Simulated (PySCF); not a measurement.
isocyanic acid (CHNO), SMILES N=C=O.

Geometry optimised at ωB97X-D3(BJ)/def2-TZVP.

These are CAM-B3LYP/def2-TZVPD (PySCF) values and carry that method's errors.

Computed frontier levels, gap, dipole moment and polarisability:
- highest occupied level: -10.31 eV
- lowest empty level: 0.43 eV
- orbital gap: 10.74 eV
- dipole moment: 2.10 D
- quadrupole, principal values (traceless, Buckingham form, about the centre of nuclear charge): -4.03, -0.38, 4.41 D·Å
- mean static polarisability: 22.8 bohr³ (3.37 Å³)
- polarisability, principal values: 16.5, 16.9, 34.9 bohr³
